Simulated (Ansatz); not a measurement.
CH5FOSSi, SMILES `OC[SiH](F)S`. The species carries charge 0 and has multiplicity 1. All single points use the PBE0-D4/def2-TZVP geometry. It is one conformer, not always the lowest.

```xyz
10

O     0.958    0.813   -1.114
C    -0.137    0.999   -0.221
Si   -0.651   -0.646    0.530
F    -1.171   -1.529   -0.707
S     1.024   -1.542    1.457
H     0.651    0.299   -1.866
H     0.209    1.675    0.564
H    -0.984    1.493   -0.716
H    -1.754   -0.577    1.517
H     1.856   -0.985    0.556
```

What is the dipole moment at r2SCAN/def2-TZVPP? (Best estimate.)

Computed: 1.53 D, with components (-0.66, 1.29, -0.51) D in this frame, pointing from negative to positive charge.

And with PBE, B3LYP, ωB97M-V? (Best estimate.)

Ansatz gave: PBE 1.49 D, B3LYP 1.49 D, ωB97M-V 1.47 D.

Give the Mulliken charges with r2SCAN, B3LYP, PBE in def2-TZVPP. (Estimate.)

Computed: 
```json
{"atom": "O1", "r2SCAN": "-0.36", "B3LYP": "-0.35", "PBE": "-0.31"}
{"atom": "C2", "r2SCAN": "-0.04", "B3LYP": "-0.10", "PBE": "-0.11"}
{"atom": "Si3", "r2SCAN": "0.62", "B3LYP": "0.62", "PBE": "0.52"}
{"atom": "F4", "r2SCAN": "-0.33", "B3LYP": "-0.33", "PBE": "-0.29"}
{"atom": "S5", "r2SCAN": "-0.28", "B3LYP": "-0.28", "PBE": "-0.27"}
{"atom": "H6", "r2SCAN": "0.21", "B3LYP": "0.20", "PBE": "0.20"}
{"atom": "H7", "r2SCAN": "0.07", "B3LYP": "0.11", "PBE": "0.11"}
{"atom": "H8", "r2SCAN": "0.07", "B3LYP": "0.10", "PBE": "0.10"}
{"atom": "H9", "r2SCAN": "-0.09", "B3LYP": "-0.09", "PBE": "-0.09"}
{"atom": "H10", "r2SCAN": "0.13", "B3LYP": "0.13", "PBE": "0.13"}
```

B3LYP here is the variant with VWN-RPA as its local correlation; programs differ in this.
